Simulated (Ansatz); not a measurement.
Geometry optimisation, Ansatz 0.2.0, RKS BLYP/def2-SVP.

Input file:

```yaml
crystal:
  periodic: [false, false, false]
  atoms:
    - { symbol: Ta, position_ang: [0.0, 0.0, 0.0] }
    - { symbol: F, position_ang: [2.28, 0.0, 0.0] }
    - { symbol: O, position_ang: [0.0, 0.0, 2.02] }
    - { symbol: H, position_ang: [-0.2547, -0.9174, 2.3571] }
    - { symbol: O, position_ang: [0.0, 0.0, -2.02] }
    - { symbol: H, position_ang: [-0.6343, -0.71, -2.3571] }
    - { symbol: F, position_ang: [-0.965, 1.6714, 0.0] }
    - { symbol: O, position_ang: [-1.01, -1.7493, 0.0] }
    - { symbol: H, position_ang: [-1.6563, -1.7655, 0.776] }
    - { symbol: H, position_ang: [0.6622, 1.6413, 1.1303] }
    - { symbol: H, position_ang: [1.6779, 1.1985, 0.8254] }
basis:
  gaussian: { orbitals: def2-SVP }
hamiltonian:
  xc: blyp
relax:
  f_tol: 0.15
  max_steps: 25
  restrain:
    - { distance: [0, 9], at: 1.8, k: 30.0 }
    - { distance: [10, 1], at: 0.92, k: 30.0 }
    - { distance: [0, 1], at: 3.13, k: 30.0 }
    - { distance: [10, 9], at: 1.86, k: 30.0 }
```

Command:

```bash
$ ansatz run input.yaml --threads 4 --pin off --max-ram 5120MiB --backend cpu --events-out ev --progress --plain --runs-dir out
```

Problem. Where does it end, and by what steps?

Solution. The run converged. The restraints hold the end off the free minimum; the threshold counts their pulls, which the force column leaves out. Restrained pairs: Ta1–H10 (2.10 → 1.81 Å), F2–H11 (1.57 → 0.94 Å), Ta1–F2 (2.28 → 3.13 Å), H10–H11 (1.15 → 1.85 Å). After 24 steps the energy has fallen by 2.059 eV (the restraints' own energy left out); H6 moved furthest, 1.84 Å.

```
step  energy less start (eV)  largest force component (eV/Å)  accepted
   0                  0.0000                           3.753       yes
   1                  1.0887                           4.002       yes
   2                  1.2617                           3.782       yes
   3                  0.6373                           2.905       yes
   4                 -0.1579                           1.511       yes
   5                 -0.7108                           1.151       yes
   6                 -1.0131                           1.442       yes
   7                 -1.3620                           0.850       yes
   8                 -1.5604                           0.571       yes
   9                 -1.7161                           0.581       yes
  10                 -1.7900                           1.095       yes
  11                 -1.8647                           0.496       yes
  12                 -1.9069                           0.544       yes
  13                 -1.8940                           1.116        no
  14                 -1.9364                           0.575       yes
  15                 -1.9544                           0.623       yes
  16                 -1.9674                           0.632       yes
  17                 -2.0046                           0.646       yes
  18                 -2.0236                           0.659       yes
  19                 -2.0192                           0.717        no
  20                 -2.0371                           0.647       yes
  21                 -2.0452                           0.628       yes
  22                 -2.0509                           0.618       yes
  23                 -2.0435                           0.657        no
  24                 -2.0585                           0.616       yes
```

```xyz
11
Properties=species:S:1:pos:R:3
Ta -0.709 0.186 0.130
F 2.112 -1.131 0.432
O -0.523 0.247 2.050
H 0.038 0.661 2.728
O -0.359 0.478 -1.733
H 0.264 0.894 -2.353
F -2.332 1.171 0.122
O -0.848 -1.725 0.010
H -0.516 -2.334 0.701
H 0.835 1.117 0.252
H 2.138 -0.194 0.393
```

Time of the run: 37 s on 4 threads of Arm Neoverse V2, on a shared host, peak memory 0.18 GiB.
